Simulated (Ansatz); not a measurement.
`BC(F)OC=O` and `O=COCF` differ in one atom or group.

Ansatz, PBE0-D4/def2-TZVP geometries, multiplicity 1. Each molecule was computed in one conformer, which needn't be the lowest.

```csv
property,`BC(F)OC=O`
LUMO energy (PBE0/def2-TZVPP) / eV,-2.30
HOMO energy (B3LYP/def2-TZVPP) / eV,-8.55
HOMO energy (PBE/def2-TZVPP) / eV,-7.18
HOMO energy (ωB97M-V/def2-TZVPP) / eV,-11.21
HOMO–LUMO gap (PBE0/def2-TZVPP) / eV,6.50
LUMO energy (ωB97M-V/def2-TZVPP) / eV,-0.33
```

Q: What does the change do to each property? (An estimate is asked.)

A: Ansatz gave: 
| property | `O=COCF` | shift |
| --- | --- | --- |
| LUMO energy (PBE0/def2-TZVPP) / eV | -0.46 | 1.84 |
| HOMO energy (B3LYP/def2-TZVPP) / eV | -8.53 | 0.02 |
| HOMO energy (PBE/def2-TZVPP) / eV | -7.08 | 0.10 |
| HOMO energy (ωB97M-V/def2-TZVPP) / eV | -11.22 | -0.01 |
| HOMO–LUMO gap (PBE0/def2-TZVPP) / eV | 8.33 | 1.83 |
| LUMO energy (ωB97M-V/def2-TZVPP) / eV | 1.88 | 2.21 |

B3LYP here is the variant with VWN-RPA as its local correlation; programs differ in this.
